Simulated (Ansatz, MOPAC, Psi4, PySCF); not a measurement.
Species: BNH$_{3}$, charge 0, multiplicity 2. SMILES: [NH]B
Geometry from a B3LYP-D3(BJ)/def2-TZVP (Ansatz, a program for electronic structure) optimisation:
```xyz
5

B     -0.6755     0.1489    -0.0061
N      0.6301    -0.0972     0.0059
H     -1.4467    -0.7808    -0.0183
H     -1.1064     1.2696    -0.0052
H      1.5198    -0.5528     0.0128
```
Charge 0, spin multiplicity 2.

Quantity: vertical ionisation energy to the singlet, in eV. Conventions: 6-311+G** with 5d; UHF or UKS for open shells; no dispersion term unless named; non-relativistic; each state is the SCF solution reached for its charge and spin; spin-orbit terms left out; 6-31G* and kin with 6d, 5d where marked. Ab initio and DFT rows: single points at B3LYP-D3(BJ) geometries (Ansatz). Semi-empirical rows: differences of heats of formation at the shared geometry for vertical values.

```csv
level,program,vertical ionisation energy to the singlet (eV)
AM1,MOPAC,9.65
MNDO,MOPAC,10.42
B3LYP/3-21G,Ansatz,10.38
B3LYP/6-31G*,Ansatz,10.42
B3LYP/6-311+G**,Ansatz,10.58
M06-2X/6-31G* (5d),PySCF,10.52
wB97X-D/6-31G*,Psi4,10.49
PBE0/def2-TZVPD,Ansatz,10.62
wB97M-V/def2-TZVPD,Ansatz,10.50
```

No value to compare with is used here. The 7 habitual levels span 9.65 (AM1) to 10.58 eV (B3LYP/6-311+G**); wB97M-V/def2-TZVPD gives 10.50.

The levels are drawn from those run, B3LYP/6-31G* more often than the rest, none by its result; left out are runs that failed, that the program found above a lower state of the same kind, or whose <S^2> lies over 0.5 above the pure value.
